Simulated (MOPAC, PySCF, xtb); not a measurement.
Two rigid molecules brought together: CH3F ··· BF3 (SMILES CF and FB(F)F). Monomers: optimised at B3LYP-D3(BJ) (def2-TZVP), held rigid. Orientation: a random orientation, not optimised. The monomers approach along the line of their centres of mass (distance R); nothing else relaxes.

Geometry at R = 4.31 Å (first 5 atoms: monomer A):
```
9

C     -0.0635     0.0064    -0.0198
F      1.2565    -0.1277     0.3924
H     -0.6998     0.0951     0.8616
H     -0.3432    -0.8756    -0.5973
H     -0.1500     0.9018    -0.6368
F     -3.3230    -0.6834     3.9850
B     -2.1583    -0.8206     3.3880
F     -1.2637     0.1409     3.4654
F     -1.8882    -1.9179     2.7138
``` The table gives interaction energies.

```tsv
R / Å	A	B	C
3.67	5.25	0.95	3.60
3.94	1.96	-0.06	1.39
4.13	0.77	-0.28	0.65
4.31	0.14	-0.33	0.27
4.50	-0.20	-0.31	0.09
4.71	-0.37	-0.26	0.03
5.02	-0.42	-0.19	0.04
5.30	-0.39	-0.14	0.07
5.79	-0.31	-0.08	0.09
6.53	-0.16	-0.04	0.07
7.54	-0.04	-0.01	0.04
8.85	0.00	0.00	0.02
```

Energies in kcal/mol.

### Question
Assign the columns to these levels of theory: GFN1-xTB (xtb 6.7.1); MOPAC with PM7, restricted, heats of formation; restricted Hartree-Fock/6-31G*, spherical d, no counterpoise correction (PySCF 2.14.0).

### Answer
A is PM7; B is GFN1-xTB; C is RHF/6-31G*.
